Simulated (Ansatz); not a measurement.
Compare A (`CC(C)[Si]N`) with its isomer B (`CCC(=N)[SiH3]`).

Computed with Ansatz on PBE0-D4/def2-TZVP structures; ΔE is electronic, products minus reactants. CBS: MP2 limit from def2 TZ/QZ plus the TZ coupled-cluster correction, frozen cores. Functionals use def2-TZVPP. B3LYP here is the variant with VWN-RPA as its local correlation; programs differ in this. Each species was taken in one conformer, which may not be the lowest.

**Question.** Which is lower in electronic energy at CCSD(T)/CBS, and by how much? (An estimate is asked.)

**Answer.** Ansatz gave: A, by 17.7 kcal/mol.

**Question.** Give E(B) − E(A) in kcal/mol with LDA (SPW92), ωB97M-V, CCSD/def2-TZVPP, CCSD(T)/def2-TZVPP, B3LYP, B3LYP-D4, B2PLYP. (Best estimate.)

**Answer.** Ansatz gave: LDA (SPW92) 21.6, ωB97M-V 19.2, CCSD/def2-TZVPP 16.9, CCSD(T)/def2-TZVPP 16.6, B3LYP 15.7, B3LYP-D4 16.4, B2PLYP 16.2. None reverses the order clearly.

**Question.** Does the order hold for the free energy at 298.15 K (harmonic terms from PBE0-D4)? (Estimate.)

**Answer.** Computed: Yes: G(B) − G(A) = +12.7 kcal/mol, for one conformer each. Modes under 60 cm⁻¹, often nearly free rotors, make the harmonic entropy too high.

Largest T1 diagnostic: 0.012.

Leaving LDA and LC-ωPBE aside and taking each functional with its dispersion term where it has one, the values, not all of them listed here, spread over 3.9 kcal/mol, from ωB97X-V to ωB97M-V. LDA lies +4.4 kcal/mol from PBE without D4. From r2SCAN to r2SCAN0 (25 % exact exchange), in def2-TZVPP and without D4, E(B) − E(A) moves by +1.3 kcal/mol.
